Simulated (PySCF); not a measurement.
# How methods differ on the excitation energy of Co

Co [Ar] 3d7 4s2 (4F) → Co [Ar] 3d6 4s2 4p1 (high-spin determinant), as a difference of total energies. Calculation: PySCF 2.14, in aug-cc-pVTZ-DK; the spin-free X2C one-electron Hamiltonian (Gaussian nucleus). Correlated levels: valence: [Ar] frozen. The calculations carry no spin-orbit coupling.

```json
{"method": "UHF", "excitation energy (cm⁻¹)": "41072"}
{"method": "LDA", "excitation energy (cm⁻¹)": "61308"}
{"method": "PBE", "excitation energy (cm⁻¹)": "60318"}
{"method": "PBE0", "excitation energy (cm⁻¹)": "56264"}
{"method": "r2SCAN", "excitation energy (cm⁻¹)": "58026"}
{"method": "LC-wPBE", "excitation energy (cm⁻¹)": "56975"}
{"method": "r2SCANh", "excitation energy (cm⁻¹)": "56754"}
{"method": "B3LYP", "excitation energy (cm⁻¹)": "58780"}
{"method": "HSE06", "excitation energy (cm⁻¹)": "56403"}
{"method": "MP2 (valence)", "excitation energy (cm⁻¹)": "52615"}
{"method": "SCS-MP2 (valence)", "excitation energy (cm⁻¹)": "53692"}
```

A first-order spin-orbit estimate (lowest level to lowest level, LS coupling) adds 0.048 eV.

The determinant of the upper state mixes LS terms, which raises its energy above the lowest term, most at the Hartree-Fock and MP2 levels.
